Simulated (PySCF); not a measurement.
## How the method moves the HOMO and LUMO of `BCBS[SiH3]`

CH8B2SSi.
SMILES with atom numbers: `[BH2:1][CH2:2][BH:3][S:4][SiH3:5]` (hydrogens: H6, H7 on B1; H8, H9 on C2; H10 on B3; H11, H12, H13 on Si5)

Cartesian coordinates in Å at the PBE0-D3(BJ)/def2-SVP level; atoms count from 1:
```
atom  x, y, z in Å
B1    -1.7206    0.9591    0.3495
C2    -1.0925   -0.4633    0.3885
B3    -0.5788   -0.6751   -1.0797
S4     1.1110   -0.4964   -1.6595
Si5    2.2366    0.0063    0.1221
H6    -2.7818    1.1436   -0.2009
H7    -1.1386    1.9090    0.8212
H8    -1.8980   -1.2085    0.5150
H9    -0.3116   -0.5797    1.1540
H10   -1.3496   -0.9453   -1.9695
H11    2.2257   -1.1283    1.0911
H12    3.6297    0.2582   -0.3413
H13    1.6855    1.2288    0.7735
```

Basis pcSseg-1 throughout (PySCF), one geometry. Isolated species at its PBE0-D3(BJ)/def2-SVP geometry (one conformer only).

Task: How do the orbital energies, the gap and the dipole change with the method?

Result: 
```json
{"method": "BLYP", "kind": "GGA", "HOMO (eV)": "-6.80", "LUMO (eV)": "-2.80", "gap (eV)": "4.01", "μ (D)": "1.51", "SCF cycles": "13"}
{"method": "B97-D", "kind": "GGA", "HOMO (eV)": "-6.93", "LUMO (eV)": "-2.79", "gap (eV)": "4.14", "μ (D)": "1.57", "SCF cycles": "14"}
{"method": "OPBE", "kind": "GGA", "HOMO (eV)": "-6.99", "LUMO (eV)": "-2.83", "gap (eV)": "4.16", "μ (D)": "1.63", "SCF cycles": "13"}
{"method": "PBE", "kind": "GGA", "HOMO (eV)": "-7.00", "LUMO (eV)": "-2.99", "gap (eV)": "4.00", "μ (D)": "1.56", "SCF cycles": "12"}
{"method": "KT3", "kind": "GGA", "HOMO (eV)": "-7.03", "LUMO (eV)": "-2.89", "gap (eV)": "4.14", "μ (D)": "1.54", "SCF cycles": "13"}
{"method": "KT2", "kind": "GGA", "HOMO (eV)": "-7.05", "LUMO (eV)": "-3.02", "gap (eV)": "4.03", "μ (D)": "1.53", "SCF cycles": "14"}
{"method": "BP86", "kind": "GGA", "HOMO (eV)": "-7.09", "LUMO (eV)": "-3.06", "gap (eV)": "4.03", "μ (D)": "1.57", "SCF cycles": "12"}
{"method": "LDA", "kind": "LDA", "HOMO (eV)": "-7.12", "LUMO (eV)": "-3.26", "gap (eV)": "3.86", "μ (D)": "1.60", "SCF cycles": "13"}
{"method": "B3LYP", "kind": "global hybrid", "HOMO (eV)": "-7.85", "LUMO (eV)": "-2.24", "gap (eV)": "5.61", "μ (D)": "1.56", "SCF cycles": "12"}
{"method": "B97-2", "kind": "global hybrid", "HOMO (eV)": "-7.86", "LUMO (eV)": "-2.05", "gap (eV)": "5.82", "μ (D)": "1.63", "SCF cycles": "12"}
{"method": "PBE0", "kind": "global hybrid", "HOMO (eV)": "-8.11", "LUMO (eV)": "-2.08", "gap (eV)": "6.03", "μ (D)": "1.63", "SCF cycles": "12"}
{"method": "mPW1PW91", "kind": "global hybrid", "HOMO (eV)": "-8.13", "LUMO (eV)": "-2.07", "gap (eV)": "6.06", "μ (D)": "1.63", "SCF cycles": "12"}
{"method": "BHandHLYP", "kind": "global hybrid", "HOMO (eV)": "-9.06", "LUMO (eV)": "-1.02", "gap (eV)": "8.04", "μ (D)": "1.64", "SCF cycles": "11"}
{"method": "CAM-B3LYP", "kind": "range-separated hybrid", "HOMO (eV)": "-9.34", "LUMO (eV)": "-0.95", "gap (eV)": "8.39", "μ (D)": "1.62", "SCF cycles": "12"}
{"method": "wB97X-D", "kind": "range-separated hybrid", "HOMO (eV)": "-9.91", "LUMO (eV)": "-0.23", "gap (eV)": "9.68", "μ (D)": "1.70", "SCF cycles": "13"}
{"method": "HF", "kind": "Hartree–Fock", "HOMO (eV)": "-10.64", "LUMO (eV)": "1.48", "gap (eV)": "12.11", "μ (D)": "1.79", "SCF cycles": "10"}
{"method": "LC-wPBE", "kind": "range-separated hybrid", "HOMO (eV)": "-10.71", "LUMO (eV)": "0.15", "gap (eV)": "10.87", "μ (D)": "1.74", "SCF cycles": "12"}
```

The HOMO spans 3.91 eV, from BLYP down to LC-wPBE, and the gap runs from 3.86 eV (LDA) to 12.11 eV (HF). Over the methods BLYP (0 %), B97-D (0 %), OPBE (0 %), PBE (0 %), KT3 (0 %), KT2 (0 %), BP86 (0 %), LDA (0 %), B3LYP (20 %), B97-2 (21 %), PBE0 (25 %), mPW1PW91 (25 %), BHandHLYP (50 %), HF (100 %), a straight line through the gap against the share of exact exchange rises by 0.81 eV for each 10 % (correlation coefficient 0.999). The dipole ranges from 1.51 D (BLYP) to 1.79 D (HF). This basis has no diffuse functions.

The vertical ΔSCF ionisation energy at CAM-B3LYP/def2-SVPD is 10.07 eV; −ε(HOMO) comes closest to it with wB97X-D (9.91 eV).
